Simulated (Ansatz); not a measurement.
Total energies of Zn3S3 from Ansatz at PBE-D4/def2-TZVPD, gas phase (1 Eh = 27.2114 eV = 2625.5 kJ/mol). The reference geometry is relaxed at PBE0-D4/def2-SVP.

Cartesian coordinates in Å:
```
Zn -0.978 0.556 -1.197
Zn 1.161 0.975 0.631
Zn -0.183 -1.531 0.566
S -1.753 -1.473 -0.953
S 0.276 2.312 -0.854
S 1.477 -0.839 1.807
```

```tsv
state	geometry	energy (Eh)
charge 0 singlet	reference	-6531.73195
charge -1 doublet	reference	-6531.78112
free Zn atom (singlet)	–	-1779.12990
free S atom (triplet)	–	-397.93910
```

**Question.** Work out the vertical electron affinity, to the doublet.

**Answer.** E(charge 0 singlet) − E(charge -1 doublet) = -6531.73195 − (-6531.78112) = 0.04917 Eh = 1.34 eV.

**Question.** What is the binding energy per atom against free atoms?

**Answer.** Atoms: 3 × (-1779.12990) + 3 × (-397.93910) = -6531.20700 Eh. Binding: -6531.20700 − (-6531.73195) = 0.52495 Eh = 14.28 eV, or 2.38 eV for each of 6 atoms (no zero-point energy, no counterpoise term).

At PBE-D4/def2-TZVPD the highest occupied level of the charge -1 doublet lies above zero (up to 0.57 eV). By energy differences its removal costs 1.34 eV (vertical, to the charge 0 singlet, at PBE-D4/def2-TZVPD); a positive level beside a positive removal energy at the same level points to self-interaction error. 

The structure comes from a short search, and lower isomers may exist.
